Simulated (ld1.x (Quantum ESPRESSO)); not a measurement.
# What one change does to a pseudopotential (palladium (Pd), RRKJ)

```
Element                 : Pd (Z = 46)
Generator               : ld1.x (Quantum ESPRESSO) 7.5
Type                    : norm-conserving RRKJ (Kleinman–Bylander form)
Functional              : PW91
Relativity              : scalar-relativistic
Frozen core             : [Ar] 3d10
Valence charge          : 18
Reference configuration : 4s2 4p6 4d8 5s0 5p0 (charge +2)
Partial waves           : 4s (bound): rc 1.45 bohr; 4p (bound): rc 1.35 bohr; 4d (bound): rc 1.95 bohr; 4f channel at -0.05 Ry: rc 1.55 bohr
Local potential         : all-electron potential smoothed inside 1.50 bohr (lloc = -1)
Core correction         : none
```

Change: wave 4p (bound): rc 1.35 bohr becomes 4p (bound): rc 1.86 bohr.

Cutoffs: the cutoffs (Ry, on a coarse ladder) from which the occupation-weighted sum of valence levels, in a spherical-Bessel basis at the reference potential, stays within 10 and 1 mRy of its value at 400 Ry; they do not see the model core or the augmentation charge, which bear on the density cutoff. Errors are all-electron minus pseudo energies relative to the spin-unpolarised reference configuration.

Task: Predict the effect on cutoff, ghosts and configuration errors.

Result: The potential gets softer (80 Ry and 120 Ry → 50 Ry and 80 Ry); of the 7 tests that both files solve, the error grows in 1 and shrinks in 0 by more than 15 % and 0.3 meV (median size 9.5 → 9.8 meV); neither file shows a bound ghost. A larger radius leaves more room for a smooth pseudo-wave, so fewer plane waves are needed.

| quantity | base | changed |
| --- | --- | --- |
| cutoff, loose | 80 Ry | 50 Ry |
| cutoff, tight | 120 Ry | 80 Ry |
| loose cutoff by channel (10 mRy a level) | s 45 Ry, p 60 Ry, d 40 Ry | s 45 Ry, p 30 Ry, d 40 Ry |
| bound ghosts | none | none |
| error for 4s2 4p6 4d10 5s0 5p0, meV [ΔE -30.08 eV] | -9.5 | -9.8 |
| error for 4s2 4p6 4d9 5s0 5p0, meV [ΔE -20.89 eV] | +0.2 | +0.2 |
| error for 4s2 4p6 4d7 5s0 5p0, meV [ΔE 34.44 eV] | +7.1 | +7.6 |
| error for 4s2 4p5 4d10 5s0 5p0, meV [ΔE 27.16 eV] | -100 | -136 |
| error for 4s2 4p6 4d9.5 5s0 5p0, meV [ΔE -26.81 eV] | -3.5 | -3.6 |
| error for 4s1 4p6 4d10 5s0 5p0, meV [ΔE 61.57 eV] | -239 | -246 |
| error for 4s2 4p6 4d9 5s0 5p1, meV [ΔE -24.80 eV] | -71 | -68 |
| s: phases at 2.15 bohr within 0.05 rad from the reference energy up to (Ry; the scan ends near 5) | -1.6 | -1.6 |
| p: phases at 2.15 bohr within 0.05 rad from the reference energy up to (Ry; the scan ends near 5) | -1.1 | -1.0 |
| d: phases at 2.15 bohr within 0.05 rad from the reference energy up to (Ry; the scan ends near 5) | 1.4 | 1.4 |
| f: phases at 2.15 bohr within 0.05 rad from the reference energy up to (Ry; the scan ends near 5) | 4.5 | 4.5 |
